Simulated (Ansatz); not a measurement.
Reaction (ligand exchange at the In–C bond): `C[C](=N)[InH][Cl]` + HCl → `[Cl][InH][Cl]` + `CC=N`

Computed with Ansatz on PBE0-D4/def2-TZVP structures; ΔE is electronic, products minus reactants. CBS: MP2 limit from def2 TZ/QZ plus the TZ coupled-cluster correction, frozen cores. This one scheme is used for every species. DFT in def2-TZVPP. Elements past krypton have def2 core potentials. For In outer-core shells are correlated without core-valence functions, which leaves a few kJ/mol of doubt a bond. Each species was taken in one conformer, which may not be the lowest.

```csv
level,ΔE (kJ/mol),difference from CCSD(T)/CBS
LDA (SPW92),-109.5,19.1
ωB97M-V,-133.8,-5.2
PBE-QIDH,-136.0,-7.4
PBE,-122.1,6.5
PBE0,-134.2,-5.6
LC-ωPBE,-140.3,-11.7
SCS-MP2/def2-TZVPP,-130.1,-1.5
CCSD(T)/def2-TZVPP,-125.7,2.9
HF/def2-QZVPP,-172.8,-44.2
HF/CBS(def2),-172.8,-44.2
CCSD(T)/CBS,-128.6,0
```

Question: What do rigid-rotor, harmonic-oscillator terms from PBE0-D4/def2-TZVP frequencies (298.15 K, 1 bar) make of the CCSD(T)/CBS value? (Best estimate.)

Answer: Ansatz gave: ΔZPE = +11.4 kJ/mol, ΔH = -120.4 kJ/mol, ΔS = 15 J/(mol·K), ΔG = -125.0 kJ/mol.

Largest T1 diagnostic among the species: 0.014.

Leaving LDA and LC-ωPBE aside and taking each functional with its dispersion term where it has one, the values, not all of them listed here, spread over 26.9 kJ/mol, from BHLYP-D4 to revPBE-D4. LDA lies +12.6 kJ/mol from PBE without D4. The D4 term adds +8.0 kJ/mol with B3LYP and +4.4 kJ/mol with PBE0; it sums over pairs of atoms, weighted by their polarisabilities, and B3LYP, whose exchange is more repulsive, gets the larger term. In def2-TZVPP, CCSD(T) changes the Hartree–Fock value by +46.8 kJ/mol (the triples alone add +6.5 kJ/mol) and MP2 by +48.2 kJ/mol.

B3LYP here is the variant with VWN-RPA as its local correlation; programs differ in this.
